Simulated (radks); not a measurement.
Results of a calculation; reference values are marked as such.
Q: These are the eigenvalues of the occupied orbitals of an atom or ion with whole-number occupations (hartree). Level of theory: scalar-relativistic Kohn-Sham, PBE, spin-unpolarised, spherical densities, point nucleus (a radial shooting solver on a logarithmic mesh with Libxc functionals).

orbital  eigenvalue
1s        -2715.370
2s        -473.1441
2p        -411.9747
3s        -110.3344
3p        -92.37695
3d        -72.33356
4s        -23.51782
4p        -17.62920
4d        -10.32261
5s         -3.66028
4f         -2.20533
5p         -2.16521
5d         -0.51960
6s         -0.48294

Which element is it, and in what charge state? The configuration may be excited.

A: Z = 76, osmium, charge +1: Os+ in [Xe] 4f14 5d6 6s1. The list shows which subshells hold electrons but not how many an open one holds; the 1s level, -2715.4 hartree, gives Z - s = 73.7 by -(Z - s)^2/2, which with screening and relativity narrows Z to a few neighbours, and the depths of the outer levels then fix element, charge and occupations together.
